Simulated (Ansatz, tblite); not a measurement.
Cost and result up the ladder for BMe2(iPr) (C5H13B) (19 atoms). Charge 0, multiplicity 1. Geometry: PBE-D4/def2-SVP.

```csv
atom,x (Å),y (Å),z (Å)
B1,0.0341,0.1790,-0.7705
C2,0.6692,-0.3805,-2.1012
H3,0.3666,-1.4320,-2.2968
H4,1.7717,-0.4342,-1.9342
H5,0.5030,0.2259,-3.0137
C6,-0.6308,1.6086,-0.7452
H7,-1.6456,1.4748,-1.1926
H8,-0.1207,2.3385,-1.4079
H9,-0.7834,2.0606,0.2550
C10,0.0965,-0.7053,0.5546
C11,-1.2657,-0.8175,1.2610
C12,1.1538,-0.0839,1.4931
H13,0.4404,-1.7332,0.2983
H14,-2.0331,-1.2936,0.6153
H15,-1.6554,0.1800,1.5553
H16,-1.1920,-1.4255,2.1887
H17,1.2612,-0.6804,2.4250
H18,2.1573,-0.0289,1.0208
H19,0.8728,0.9476,1.7951
```

Ansatz on 4 threads of Arm Neoverse V1 on a shared host; xTB runs through tblite on one thread. Times are rough, summed over both states, and most runs start from the orbitals of an earlier one. PBE0-D4/def2-TZVP serves as the yardstick here, not as an exact answer. The other state is a triplet.

The xTB rows come from tblite.

xTB has no spin-polarisation term.

```csv
level,functions,wall time
GFN2-xTB,37,0.013 s
GFN1-xTB,50,0.019 s
PBE-D4/def2-TZVP,264,10 s
PBE0-D4/def2-TZVP,264,16 s
r2SCAN-D4/def2-TZVP (with forces),264,19 s
```

Q: Estimate what each level gives for the vertical triplet (eV).

A: 
```json
{"level": "GFN2-xTB", "vertical triplet (eV)": "5.02", "difference from PBE0-D4/def2-TZVP (eV)": "-0.28"}
{"level": "GFN1-xTB", "vertical triplet (eV)": "5.25", "difference from PBE0-D4/def2-TZVP (eV)": "-0.05"}
{"level": "PBE-D4/def2-TZVP", "vertical triplet (eV)": "4.99", "difference from PBE0-D4/def2-TZVP (eV)": "-0.31"}
{"level": "PBE0-D4/def2-TZVP", "vertical triplet (eV)": "5.31", "difference from PBE0-D4/def2-TZVP (eV)": "0.00"}
{"level": "r2SCAN-D4/def2-TZVP (with forces)", "vertical triplet (eV)": "5.06", "difference from PBE0-D4/def2-TZVP (eV)": "-0.24"}
```
